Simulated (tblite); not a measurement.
Record of a relaxation.

Compound: C₄H₁₀BN₂O (doublet state).
Numbering: `[CH3:1][C@H:2]([O:3])[N:4]1[BH:5][NH:6][CH2:7][CH2:8]1` (hydrogens: H9, H10, H11 on C1; H12 on C2; H13 on B5; H14 on N6; H15, H16 on C7; H17, H18 on C8)

Computed with GFN2-xTB (tblite), gas phase: L-BFGS steps from a force-field or distance-geometry start until the largest atomic force falls under 0.01 eV/Å. 9 of its 143 geometries are shown.

Step 0: E = -672.8880 eV, largest atomic force 2.911 eV/Å
```
atom  x, y, z in Å  |  force x, y, z in eV/Å
C1      2.132    0.293   -0.806    1.250   0.853   0.335
C2      1.296   -0.487    0.212    0.552  -2.824  -0.442
O3      0.869   -1.673   -0.390    0.252   1.902   1.072
N4      0.248    0.321    0.748   -1.006  -1.281   1.645
B5     -0.597   -0.366    1.821   -0.762   0.445  -1.669
N6     -1.925   -0.649    1.143    1.735  -0.977   0.770
C7     -2.018    0.272    0.050   -1.516   0.482  -0.539
C8     -0.629    0.750   -0.294   -0.163   0.680  -1.243
H9      3.042    0.624   -0.237   -0.708   0.050  -0.927
H10     1.555    1.168   -1.178    0.731  -0.724   0.120
H11     2.436   -0.395   -1.608   -0.180   0.475   0.251
H12     1.989   -0.799    1.050   -0.446   0.196  -0.310
H13    -0.359   -0.559    2.961    0.134  -0.083  -0.696
H14    -1.955   -1.626    0.770   -0.183   1.043   0.906
H15    -2.612    1.166    0.351   -0.049  -0.619   0.017
H16    -2.513   -0.214   -0.813    0.088   0.390   0.319
H17    -0.398    0.336   -1.290    0.354   0.005   0.362
H18    -0.570    1.845   -0.376   -0.085  -0.015   0.029
```

Step 18: E = -674.2618 eV, largest atomic force 0.327 eV/Å
```
atom  x, y, z in Å  |  force x, y, z in eV/Å
C1      2.344    0.347   -0.743   -0.126  -0.023  -0.073
C2      1.447   -0.469    0.206    0.021   0.294   0.034
O3      0.875   -1.554   -0.319    0.219  -0.051   0.027
N4      0.193    0.206    0.621   -0.146  -0.272  -0.108
B5     -0.576   -0.578    1.591    0.085   0.074   0.065
N6     -1.889   -0.632    1.153    0.064   0.190   0.079
C7     -2.119    0.234    0.013   -0.042  -0.093   0.082
C8     -0.710    0.725   -0.384   -0.126  -0.069   0.056
H9      3.235    0.719   -0.241   -0.172   0.002   0.011
H10     1.791    1.176   -1.176    0.062   0.062   0.023
H11     2.649   -0.311   -1.554    0.038  -0.009   0.009
H12     1.989   -0.648    1.158    0.016  -0.119  -0.103
H13    -0.081   -1.004    2.558   -0.202  -0.124  -0.155
H14    -2.667   -1.180    1.488    0.095   0.187   0.019
H15    -2.748    1.081    0.318   -0.057  -0.021  -0.080
H16    -2.618   -0.298   -0.803    0.038  -0.006   0.011
H17    -0.451    0.373   -1.386    0.131  -0.043   0.066
H18    -0.673    1.820   -0.383    0.103   0.019   0.037
```

Step 36: E = -674.4253 eV, largest atomic force 0.167 eV/Å
```
atom  x, y, z in Å  |  force x, y, z in eV/Å
C1      2.321    0.432   -0.748   -0.015  -0.020   0.082
C2      1.508   -0.505    0.171   -0.070   0.033  -0.033
O3      1.106   -1.643   -0.409    0.032  -0.011   0.019
N4      0.171   -0.026    0.557    0.020   0.002  -0.003
B5     -0.618   -0.667    1.571    0.034  -0.003   0.022
N6     -1.954   -0.421    1.279    0.005  -0.064   0.026
C7     -2.128    0.252    0.015   -0.005  -0.031   0.002
C8     -0.697    0.635   -0.393    0.031  -0.023   0.018
H9      3.157    0.871   -0.209   -0.048   0.038   0.037
H10     1.718    1.232   -1.172    0.014  -0.095   0.017
H11     2.720   -0.180   -1.556   -0.059   0.087   0.026
H12     2.058   -0.657    1.127   -0.051  -0.036  -0.155
H13    -0.217   -1.273    2.472    0.081   0.014   0.060
H14    -2.776   -0.780    1.733   -0.005   0.076   0.016
H15    -2.773    1.132    0.111   -0.011  -0.009  -0.014
H16    -2.574   -0.437   -0.712   -0.079   0.043  -0.084
H17    -0.479    0.322   -1.417    0.077   0.033   0.039
H18    -0.552    1.720   -0.305    0.048  -0.032  -0.075
```

Step 53: E = -674.4605 eV, largest atomic force 0.144 eV/Å
```
atom  x, y, z in Å  |  force x, y, z in eV/Å
C1      2.295    0.474   -0.710   -0.002  -0.035   0.020
C2      1.496   -0.554    0.119    0.052   0.037   0.009
O3      1.085   -1.644   -0.541    0.030   0.106   0.008
N4      0.176   -0.077    0.552    0.046  -0.106  -0.052
B5     -0.612   -0.667    1.593   -0.005  -0.010  -0.018
N6     -1.946   -0.413    1.286   -0.017   0.015   0.035
C7     -2.116    0.243    0.011    0.002   0.035   0.011
C8     -0.681    0.570   -0.415    0.096   0.018   0.023
H9      3.042    0.979   -0.100   -0.113  -0.026   0.017
H10     1.643    1.219   -1.161    0.084  -0.053  -0.010
H11     2.805   -0.065   -1.506   -0.021   0.017   0.039
H12     2.057   -0.788    1.046    0.005  -0.031  -0.031
H13    -0.213   -1.231    2.524    0.043   0.020   0.004
H14    -2.770   -0.628    1.819   -0.045  -0.034  -0.037
H15    -2.722    1.149    0.107   -0.049   0.022  -0.006
H16    -2.592   -0.417   -0.723   -0.101  -0.072   0.074
H17    -0.455    0.206   -1.420   -0.018   0.047  -0.001
H18    -0.502    1.651   -0.367    0.013   0.047  -0.085
```

Step 71: E = -674.5190 eV, largest atomic force 0.174 eV/Å
```
atom  x, y, z in Å  |  force x, y, z in eV/Å
C1      2.323    0.526   -0.586    0.086   0.035  -0.045
C2      1.467   -0.630   -0.039   -0.071  -0.036  -0.037
O3      1.108   -1.575   -0.907    0.121   0.033   0.040
N4      0.151   -0.184    0.435    0.050   0.020   0.019
B5     -0.566   -0.639    1.577    0.098   0.009  -0.046
N6     -1.904   -0.290    1.383   -0.036  -0.094  -0.006
C7     -2.147    0.268    0.074    0.050   0.037  -0.024
C8     -0.740    0.456   -0.507    0.062   0.052  -0.018
H9      2.650    1.159    0.241   -0.032  -0.054  -0.147
H10     1.781    1.126   -1.314   -0.037  -0.069   0.047
H11     3.192    0.102   -1.092   -0.076   0.038   0.152
H12     1.991   -1.038    0.853   -0.029  -0.033  -0.025
H13    -0.083   -1.158    2.497   -0.084   0.000   0.021
H14    -2.705   -0.452    1.970    0.029   0.025   0.026
H15    -2.678    1.224    0.138   -0.048  -0.049   0.005
H16    -2.739   -0.423   -0.540   -0.059   0.025   0.026
H17    -0.627    0.015   -1.500   -0.028   0.010   0.025
H18    -0.483    1.520   -0.570    0.003   0.050  -0.011
```

Step 89: E = -674.7166 eV, largest atomic force 0.157 eV/Å
```
atom  x, y, z in Å  |  force x, y, z in eV/Å
C1      2.335    0.538   -0.458   -0.143   0.044   0.019
C2      1.400   -0.715   -0.195    0.024   0.067  -0.004
O3      1.316   -1.383   -1.305   -0.080  -0.118  -0.038
N4      0.146   -0.227    0.355   -0.019  -0.031  -0.040
B5     -0.495   -0.553    1.580    0.103   0.013  -0.012
N6     -1.841   -0.201    1.452   -0.072  -0.039   0.025
C7     -2.156    0.298    0.132   -0.043  -0.001   0.000
C8     -0.796    0.366   -0.572   -0.049  -0.033   0.006
H9      2.250    1.239    0.365    0.108  -0.011   0.071
H10     1.972    0.989   -1.380    0.107   0.023   0.091
H11     3.354    0.194   -0.597   -0.062   0.037   0.033
H12     1.887   -1.282    0.632    0.000   0.021  -0.028
H13     0.011   -1.041    2.508   -0.003   0.044  -0.017
H14    -2.619   -0.344    2.076    0.155   0.020  -0.011
H15    -2.638    1.278    0.195   -0.009   0.080  -0.029
H16    -2.842   -0.377   -0.391   -0.049  -0.064  -0.011
H17    -0.771   -0.184   -1.515   -0.055  -0.010  -0.047
H18    -0.520    1.411   -0.769    0.086  -0.042  -0.008
```

Step 106: E = -674.8532 eV, largest atomic force 0.305 eV/Å
```
atom  x, y, z in Å  |  force x, y, z in eV/Å
C1      2.409    0.524   -0.116   -0.009   0.046   0.171
C2      1.367   -0.588   -0.527   -0.215  -0.109  -0.068
O3      1.301   -0.785   -1.807    0.065   0.054   0.293
N4      0.091   -0.290    0.118   -0.056   0.030  -0.028
B5     -0.328   -0.405    1.469   -0.021   0.014   0.035
N6     -1.690   -0.094    1.508   -0.038  -0.039  -0.069
C7     -2.213    0.272    0.211   -0.011   0.055  -0.058
C8     -1.020    0.071   -0.733    0.007   0.022  -0.070
H9      2.092    1.007    0.803   -0.052   0.002  -0.034
H10     2.477    1.245   -0.924   -0.080  -0.002   0.009
H11     3.380    0.078    0.047    0.151  -0.068  -0.114
H12     1.734   -1.497    0.029   -0.067   0.083  -0.127
H13     0.323   -0.698    2.387    0.045  -0.017  -0.049
H14    -2.335   -0.078    2.280    0.059  -0.002   0.023
H15    -2.552    1.316    0.221    0.035   0.057  -0.038
H16    -3.077   -0.337   -0.086    0.088  -0.091   0.099
H17    -1.198   -0.718   -1.474    0.062   0.009   0.044
H18    -0.772    0.981   -1.292    0.035  -0.042  -0.019
```

Step 124: E = -674.9001 eV, largest atomic force 0.693 eV/Å
```
atom  x, y, z in Å  |  force x, y, z in eV/Å
C1      2.390    0.533   -0.015   -0.004   0.217   0.082
C2      1.370   -0.546   -0.538    0.052  -0.054  -0.118
O3      1.315   -0.634   -1.830   -0.010   0.102   0.026
N4      0.095   -0.327    0.116   -0.039  -0.022  -0.006
B5     -0.316   -0.327    1.473    0.045  -0.063   0.176
N6     -1.666    0.033    1.487   -0.002  -0.075   0.064
C7     -2.203    0.255    0.165    0.023   0.046  -0.059
C8     -1.021   -0.057   -0.757   -0.038  -0.027  -0.146
H9      2.319    0.583    1.083    0.166   0.031  -0.581
H10     2.103    1.501   -0.469    0.257  -0.566   0.306
H11     3.395    0.234   -0.349   -0.460   0.277   0.196
H12     1.774   -1.501   -0.114   -0.040  -0.041   0.165
H13     0.315   -0.605    2.421   -0.033   0.114  -0.225
H14    -2.291    0.158    2.264   -0.015  -0.018   0.047
H15    -2.564    1.285    0.057    0.080   0.039  -0.039
H16    -3.049   -0.406   -0.049   -0.070  -0.081   0.077
H17    -1.215   -0.931   -1.394    0.073   0.046   0.057
H18    -0.760    0.759   -1.436    0.015   0.073  -0.023
```

Step 142: E = -674.9395 eV, largest atomic force 0.009 eV/Å
```
atom  x, y, z in Å  |  force x, y, z in eV/Å
C1      2.383    0.521   -0.010    0.000  -0.003   0.001
C2      1.368   -0.565   -0.523    0.001  -0.001  -0.002
O3      1.335   -0.666   -1.812   -0.004   0.001   0.001
N4      0.087   -0.317    0.109    0.003   0.008   0.002
B5     -0.318   -0.308    1.466   -0.001   0.000   0.005
N6     -1.676    0.015    1.481    0.001   0.005  -0.002
C7     -2.208    0.247    0.156    0.001  -0.004  -0.005
C8     -1.023   -0.047   -0.771    0.003  -0.003   0.002
H9      2.426    0.516    1.073   -0.006  -0.003  -0.002
H10     2.044    1.487   -0.370    0.003   0.000   0.003
H11     3.357    0.301   -0.434    0.004   0.000  -0.002
H12     1.746   -1.510   -0.047    0.001  -0.004  -0.003
H13     0.348   -0.535    2.392    0.003   0.004  -0.005
H14    -2.305    0.123    2.258   -0.005   0.000   0.005
H15    -2.552    1.284    0.051   -0.007   0.000  -0.002
H16    -3.060   -0.411   -0.051    0.002  -0.006   0.001
H17    -1.193   -0.916   -1.418    0.001   0.002  -0.001
H18    -0.768    0.787   -1.435    0.001   0.004   0.005
```

Task: Summarise the path.

Result: The energy falls by 2.0515 eV from step 0 to step 142; nine tenths of that is first reached at step 93. It rises by more than 0.2 meV at steps 15, 100 and 124. The largest force goes from 2.911 to 0.009 eV/Å. Among the bonds B5–N6 changes most, from 1.519 to 1.396 Å; the atoms move by 1.213 Å rms after alignment.

Task: Follow the three bonds and two angles with the largest change from start to end.

Result: 
```
step  E above end (eV)  largest force (eV/Å)  B5–N6 (Å)  N4–B5 (Å)  C2–O3 (Å)  B5–N6–H14 (°)  C2–N4–B5 (°)
   0            2.0515                 2.911      1.519      1.529      1.396          111.0         114.5
   6            1.3696                 0.524      1.433      1.434      1.323          113.7         117.0
  12            0.9877                 0.849      1.395      1.464      1.324          124.7         113.3
  19            0.6659                 0.347      1.384      1.463      1.336          130.6         112.8
  25            0.5817                 0.278      1.386      1.444      1.337          129.8         117.2
  31            0.5356                 0.211      1.390      1.439      1.339          128.5         120.5
  37            0.5109                 0.130      1.390      1.435      1.339          129.3         123.0
  43            0.4944                 0.095      1.393      1.434      1.338          130.0         124.1
  49            0.4872                 0.114      1.393      1.431      1.337          129.5         125.3
  56            0.4699                 0.150      1.393      1.433      1.339          129.8         126.3
  62            0.4495                 0.178      1.392      1.431      1.336          130.2         126.8
  68            0.4309                 0.224      1.396      1.426      1.337          129.4         127.9
  74            0.4034                 0.527      1.406      1.408      1.317          130.9         127.6
  80            0.3012                 0.328      1.398      1.413      1.302          128.2         127.7
  86            0.2413                 0.282      1.400      1.418      1.301          131.0         128.4
  93            0.2029                 0.216      1.402      1.415      1.302          129.4         130.4
  99            0.1394                 0.354      1.395      1.421      1.289          130.3         131.7
 105            0.0932                 0.259      1.398      1.418      1.296          130.7         131.6
 111            0.0673                 0.117      1.398      1.416      1.293          129.8         131.4
 117            0.0526                 0.144      1.395      1.416      1.291          129.8         131.7
 123            0.0268                 0.209      1.399      1.418      1.294          129.8         133.2
 130            0.0055                 0.083      1.397      1.418      1.293          130.1         133.0
 136            0.0007                 0.049      1.396      1.416      1.294          129.8         132.2
 142            0.0000                 0.009      1.396      1.416      1.293          129.9         132.2
```

The cost below is that of the whole relaxation. The run took 1.0 s on Arm Neoverse V1, one thread, no GPU, on a shared host.
